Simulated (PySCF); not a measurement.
C₅H₁₀OSi.
Cartesian coordinates in Å at the GFN2-xTB level; atoms count from 1:
```
atom  x, y, z in Å
C1    -3.0323    1.1873   -0.5939
C2    -2.1669    0.4376    0.0619
C3    -1.2161   -0.5224   -0.5803
C4     0.2156   -0.3009   -0.1863
C5     0.6941    0.8397    0.2845
O6     1.9709    1.0721    0.6425
Si7    3.3015    0.1386    0.6893
H8    -3.7130    1.8503   -0.0877
H9    -3.0999    1.1668   -1.6696
H10   -2.1175    0.4748    1.1423
H11   -1.4951   -1.5407   -0.2876
H12   -1.3084   -0.4636   -1.6697
H13    0.8867   -1.1383   -0.3191
H14    0.0666    1.7128    0.4231
H15    3.1080   -1.0076    1.5806
H16    4.2480    1.1140    1.2031
H17    3.6508   -0.3591   -0.6431
```

Level of theory: CAM-B3LYP/def2-SVPD in PySCF (dipole) on a GFN2-xTB geometry, gas phase.

Take the most abundant isotopes and a rigid rotor. The values belong to one conformer with, in the numbering `[CH2:1]=[CH:2][CH2:3]/[CH:4]=[CH:5]/[O:6][SiH3:7]`, C1–C2–C3–C4 126°, C2–C3–C4–C5 -22°, C4–C5–O6–Si7 -2°.

Task: Give the principal moments of inertia and the rotational constants in GHz.

Result: Ia = 63.22, Ib = 638.43, Ic = 679.73 u·Å²; 505379 MHz·u·Å²/I gives 7994, 791.6 and 743.5 MHz, that is A = 7.9937, B = 0.7916, C = 0.7435 GHz.

Task: What kind of rotor is it?

Result: A near-prolate asymmetric top; Ray's κ = -0.987.

Task: Is it planar, by Δ = Ic − Ia − Ib?

Result: Not planar: Δ = Ic − Ia − Ib = -21.92 u·Å². For a rigid frame Δ = −2 Σ m c², so Σ m c² = 10.96 u·Å² lies off the ab plane: 7.91 from hydrogen and 3.05 from heavier atoms. The atom farthest from that plane is 1.42 Å away.

Task: Give the other two planar moments, Paa and Pbb, and the rms extents of the mass along the axes.

Result: Paa = Σ m a² = (Ib + Ic − Ia)/2 = 627.47 and Pbb = Σ m b² = (Ia + Ic − Ib)/2 = 52.26 u·Å². With the mass M = 114.05 u, the rms extents √(P/M) along a, b and c are 2.35, 0.68, 0.31 Å.

Task: Which lines would a microwave search look for?

Result: The dipole components are |μa| = 0.10 D, |μb| = 0.84 D, |μc| = 0.05 D. The squared components, which scale the intensities, stand as 0.01 : 1.00 : 0.00 (a : b : c). Some lines, for components of 0.1 D or more:

```json
{"type": "b", "branch": "R", "J(Ka,Kc)": "5(0,5) ← 4(1,4)", "MHz": "682", "lower level (cm⁻¹)": "0.745"}
{"type": "b", "branch": "Q", "J(Ka,Kc)": "1(1,0) ← 1(0,1)", "MHz": "7250", "lower level (cm⁻¹)": "0.051"}
{"type": "b", "branch": "Q", "J(Ka,Kc)": "5(1,4) ← 5(0,5)", "MHz": "7594", "lower level (cm⁻¹)": "0.768"}
{"type": "b", "branch": "R", "J(Ka,Kc)": "2(1,2) ← 1(0,1)", "MHz": "10224", "lower level (cm⁻¹)": "0.051"}
{"type": "b", "branch": "R", "J(Ka,Kc)": "3(1,3) ← 2(0,2)", "MHz": "11687", "lower level (cm⁻¹)": "0.154"}
{"type": "b", "branch": "R", "J(Ka,Kc)": "4(1,4) ← 3(0,3)", "MHz": "13127", "lower level (cm⁻¹)": "0.307"}
{"type": "b", "branch": "Q", "J(Ka,Kc)": "2(2,0) ← 2(1,1)", "MHz": "21606", "lower level (cm⁻¹)": "0.397"}
{"type": "b", "branch": "Q", "J(Ka,Kc)": "2(2,1) ← 2(1,2)", "MHz": "21751", "lower level (cm⁻¹)": "0.392"}
{"type": "b", "branch": "Q", "J(Ka,Kc)": "4(2,3) ← 4(1,4)", "MHz": "21919", "lower level (cm⁻¹)": "0.745"}
{"type": "b", "branch": "R", "J(Ka,Kc)": "2(2,1) ← 1(1,0)", "MHz": "24725", "lower level (cm⁻¹)": "0.293"}
{"type": "b", "branch": "R", "J(Ka,Kc)": "3(2,2) ← 2(1,1)", "MHz": "26212", "lower level (cm⁻¹)": "0.397"}
{"type": "b", "branch": "R", "J(Ka,Kc)": "4(2,3) ← 3(1,2)", "MHz": "27674", "lower level (cm⁻¹)": "0.553"}
{"type": "b", "branch": "Q", "J(Ka,Kc)": "4(3,1) ← 4(2,2)", "MHz": "36128", "lower level (cm⁻¹)": "1.476"}
{"type": "b", "branch": "Q", "J(Ka,Kc)": "3(3,0) ← 3(2,1)", "MHz": "36130", "lower level (cm⁻¹)": "1.271"}
{"type": "b", "branch": "R", "J(Ka,Kc)": "5(3,2) ← 4(2,3)", "MHz": "43808", "lower level (cm⁻¹)": "1.476"}
{"type": "b", "branch": "Q", "J(Ka,Kc)": "4(4,1) ← 4(3,2)", "MHz": "50583", "lower level (cm⁻¹)": "2.681"}
{"type": "b", "branch": "R", "J(Ka,Kc)": "4(4,1) ← 3(3,0)", "MHz": "56723", "lower level (cm⁻¹)": "2.477"}
{"type": "b", "branch": "R", "J(Ka,Kc)": "5(4,2) ← 4(3,1)", "MHz": "58259", "lower level (cm⁻¹)": "2.681"}
{"type": "b", "branch": "Q", "J(Ka,Kc)": "5(5,1) ← 5(4,2)", "MHz": "65035", "lower level (cm⁻¹)": "4.625"}
{"type": "b", "branch": "R", "J(Ka,Kc)": "5(5,1) ← 4(4,0)", "MHz": "72711", "lower level (cm⁻¹)": "4.369"}
```

Whether it is a minimum is left open (no frequencies). Zero-point vibration and centrifugal distortion are left out. A rigid rotor knows nothing of internal rotation, which can split or shift real lines.

Hardware: one thread, Arm Neoverse V1 (aarch64) (shared host). Cost: 49 s of wall time, 1.1 GiB resident at most. This is the CAM-B3LYP/def2-SVPD job that gave the dipole, with the excitations it also computed.
